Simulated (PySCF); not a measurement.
Bi(Me)3 (C3H9Bi), SMILES [CH3][Bi]([CH3])[CH3]. Atoms are numbered in the order given.

```xyz
13

Bi     0.0000     0.0000     0.3272
C     -1.6613    -0.9591    -0.9393
H     -1.7242    -2.0320    -0.7074
H     -1.4209    -0.8204    -2.0027
H     -2.6219    -0.4771    -0.7074
C      0.0000     1.9183    -0.9393
H      0.0000     1.6407    -2.0027
H      0.8977     2.5092    -0.7074
H     -0.8977     2.5092    -0.7074
C      1.6613    -0.9591    -0.9393
H      1.4209    -0.8204    -2.0027
H      1.7242    -2.0320    -0.7074
H      2.6219    -0.4771    -0.7074
```
Charge 0, spin multiplicity 1.

Geometry optimised at B3LYP-D3(BJ)/def2-SVP. The isomer is the one that the SMILES or the coordinates give; other isomers of the formula were not compared. The def2 effective core potentials stand for the cores of Bi; spin–orbit coupling is left out.

The numbers are results of PySCF with ωB97X/def2-TZVP, not measurements.

ESP charges are fitted to the potential on shells at 1.4 to 2.0 van der Waals radii. Atomic charges (e):

| atom | Löwdin | ESP fit |
|---|---|---|
| Bi1 | 0.72 | 0.27 |
| C2 | -0.55 | -0.50 |
| H3 | 0.10 | 0.14 |
| H4 | 0.10 | 0.14 |
| H5 | 0.10 | 0.13 |
| C6 | -0.55 | -0.55 |
| H7 | 0.10 | 0.16 |
| H8 | 0.10 | 0.15 |
| H9 | 0.10 | 0.15 |
| C10 | -0.55 | -0.50 |
| H11 | 0.10 | 0.14 |
| H12 | 0.10 | 0.14 |
| H13 | 0.10 | 0.13 |
